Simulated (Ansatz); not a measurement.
The same path of FGaH2 + H4Si (9 atoms, charge 0, multiplicity 1) was run twice with different band settings. Lost on the way: Ga1–F2, H5–Si6. Made: Ga1–Si6, F2–H5.

Theory: RHF/def2-SVP (Ansatz).

Relaxed end points:

```xyz
9
Properties=species:S:1:pos:R:3
Ga -1.015 -0.081 -1.735
F 0.743 -0.134 -1.780
H -1.708 -1.477 -1.685
H -1.628 1.346 -1.872
H -0.558 0.070 0.688
Si 0.749 0.068 1.413
H 1.541 1.233 0.975
H 1.444 -1.204 1.142
H 0.433 0.179 2.855
```

```xyz
9
Properties=species:S:1:pos:R:3
Ga -1.018 -0.186 -0.406
F 0.615 0.096 -2.172
H -1.584 -1.551 -0.962
H -1.699 1.156 -0.911
H 0.461 0.798 -2.726
Si 0.550 -0.100 1.477
H 1.475 1.059 1.351
H 1.382 -1.328 1.584
H -0.181 0.056 2.764
```

Common settings: movable images 5; climbing image yes; spring 5.0 eV/Å²; optimiser quadratic models (default); start path through a guess of the saddle point; iteration limit 60; end points relaxed.

| run | force threshold |
| --- | --- |
| 1 | 0.03 eV/Å |
| 2 | 0.2 eV/Å |

Problem. What does each run give, and how far can it be trusted?

Solution. Run 1: converged after 34 iterations, highest image 2.220 eV above the first end. Neighbouring images differ by up to 1.4 eV, so the band resolves the path poorly. A vibrational analysis at the climbing image gives one clearly imaginary mode, 823i cm⁻¹: a first-order saddle point.
Run 2: converged after 27 iterations, highest image 2.237 eV above the first end. The threshold of 0.2 eV/Å is loose, so the images may lie well off the minimum-energy path. Neighbouring images differ by up to 1.4 eV, so the band resolves the path poorly. The order of the stationary point at the top wasn't checked.
The orbitals stay closed-shell, which can raise the energy where a bond breaks towards radicals; this wasn't checked here.
